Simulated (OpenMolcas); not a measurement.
## V: CASPT2 settings compared

| Property | Result |
| --- | --- |
| Program | OpenMolcas 26.06 |
| Basis | ANO-RCC-VDZ [5s4p2d] |
| Scalar Hamiltonian | DKH2, point nucleus |
| Active space | 5 electrons in 6 orbitals (3d 4s) |
| State averaging | 2S+1 = 4 even, 50 roots (33 in the spin-orbit step); 2S+1 = 6 even, 5 roots kept (CI in the orbitals of an earlier block); 2S+1 = 2 even, 9 roots kept (CI in the orbitals of an earlier block) |
| Spin-orbit coupling | RASSI with atomic mean-field integrals over the reference wave functions, term energies averaged over their components |

Methods on the same reference wave functions:
A. CASSCF
B. SS-CASPT2, IPEA 0.1 Eh, imaginary shift 0.1 Eh (closed shells correlated: 3s 3p)
C. SS-CASPT2, IPEA 0.75 Eh, imaginary shift 0.5 Eh (closed shells correlated: 3s 3p)
D. SS-CASPT2, IPEA 0.15 Eh, imaginary shift 0.25 Eh (closed shells correlated: 3s 3p)
E. MS-CASPT2, IPEA 0.1 Eh, imaginary shift 0.1 Eh (closed shells correlated: 3s 3p)
F. MS-CASPT2, IPEA 0.75 Eh, imaginary shift 0.5 Eh (closed shells correlated: 3s 3p)

Energies in cm⁻¹ above 3d³ 4s² ⁴F_3/2, the measured ground level; measured values from NIST Handbook of Basic Atomic Spectroscopic Data.

| Level | A | B | C | D | E | F | Measured |
| --- | --- | --- | --- | --- | --- | --- | --- |
| 3d⁴ 4s ⁶D_1/2 | -8019 | 7570 | 6010 | 7370 | 8230 | 6180 | 2112 |
| 3d⁴ 4s ⁶D_3/2 | -7975 | 7620 | 6060 | 7420 | 8280 | 6220 | 2153 |
| 3d⁴ 4s ⁶D_5/2 | -7902 | 7700 | 6130 | 7490 | 8360 | 6300 | 2220 |
| 3d⁴ 4s ⁶D_7/2 | -7801 | 7800 | 6240 | 7600 | 8460 | 6400 | 2311 |
| 3d⁴ 4s ⁶D_9/2 | -7673 | 7930 | 6360 | 7720 | 8590 | 6520 | 2425 |
| 3d³ 4s² ⁴F_3/2 | 0.0 | 0.0 | 0.0 | 0.0 | 0.0 | 0.0 | 0.0 |
| 3d³ 4s² ⁴F_5/2 | 118 | 118 | 118 | 118 | 120 | 119 | 137 |
| 3d³ 4s² ⁴F_7/2 | 282 | 281 | 282 | 281 | 287 | 286 | 323 |
| 3d³ 4s² ⁴F_9/2 | 491 | 490 | 490 | 490 | 500 | 498 | 553 |
| 3d⁴ 4s ⁴D_1/2 | 2212 | 14290 | 14940 | 14830 | 14950 | 15100 | 8413 |
| 3d⁴ 4s ⁴D_3/2 | 2276 | 14350 | 15000 | 14900 | 15010 | 15160 | 8476 |
| 3d⁴ 4s ⁴D_5/2 | 2384 | 14460 | 15110 | 15010 | 15120 | 15270 | 8579 |
| 3d⁴ 4s ⁴D_7/2 | 2537 | 14610 | 15270 | 15160 | 15270 | 15430 | 8716 |
| 3d⁴ 4s ⁴P_1/2 | 8645 | 11070 | 15250 | 12350 | 11730 | 15410 |  |
| 3d⁴ 4s ⁴P_3/2 | 8803 | 11230 | 15410 | 12500 | 11890 | 15570 |  |

A puts 3d⁴ 4s ⁶D_1/2 lowest.

Deviations, from unrounded energies. A percentage is the sum of absolute deviations over the sum of measured energies, with the sign that they share, or ± where signs differ.

```json
{"Against measurement": "mean absolute deviation (cm-1)", "Levels": "12", "A": "6300", "B": "4300", "C": "3800", "D": "4400", "E": "4700", "F": "3900"}
{"Against measurement": "fine structure of the ground term (%)", "Levels": "3", "A": "-12.2", "B": "-12.3", "C": "-12.2", "D": "-12.3", "E": "-10.5", "F": "-10.9"}
{"Against measurement": "other configurations (%)", "Levels": "9", "A": "-166.0", "B": "+112.1", "C": "+100.7", "D": "+114.7", "E": "+125.2", "F": "+103.9"}
```

C, F lie about equally close to measurement and A furthest from it. The largest miss of C in the table is 3d⁴ 4s ⁴D_7/2, by +6600 cm-1. The ranking rests on the paired levels alone, and a cruder setting can come out closer through cancelling errors.

Among B to F the level of the table that moves most is 3d⁴ 4s ⁴P_3/2, by 4300 cm-1 (lowest in B, highest in F). Moves below CASPT2's spread within the term are not significant.

The mean deviations of B to F differ by less than CASPT2's widest spread within a term (3000 cm-1), so their order carries little weight.

The lowest spin-free term lies below A's lowest term by 0.221 hartree in B, 0.193 hartree in C, 0.218 hartree in D, 0.224 hartree in E, 0.194 hartree in F.

Term energies are means over components that CASPT2 splits; among the terms shown or strongly mixed into the levels shown the widest spread is 3000 cm-1 (3d³ 4s² ⁴F, E). Over all roots computed the reference weight is 0.86 to 0.94 in B, 0.89 to 0.95 in D, 0.86 to 0.94 in E; the roots of lowest weight are the least certain, and an intruder state may touch them. Some high roots are left out of the spin-orbit mixing, which shifts the levels that they would mix with. Terms from blocks run as CI alone lack orbitals of their own. Configurations are named by rounded mean occupations; where the s occupation lies near a half they are strongly mixed, a name can repeat and a true partner stay unpaired. A single d shell beside an s shell can misplace configurations of different d count against each other. Without dynamic correlation excited terms often stand tens of per cent too high (terms of higher spin than the ground term too low), and those without a measured partner can miss by more than the paired ones (holds for A). The lowest computed level is not the ground level that NIST lists (4F3/2) (holds for A). Measured partners are found by configuration, term and J. A level has none where our copy of the source lacks it or the pairing is in doubt (some pairs that miss far off the trend of their configuration count as doubtful), and it then counts in no deviation. Only configurations of the active space appear. The table leaves out levels that lie high or whose names do not pair safely across all columns.
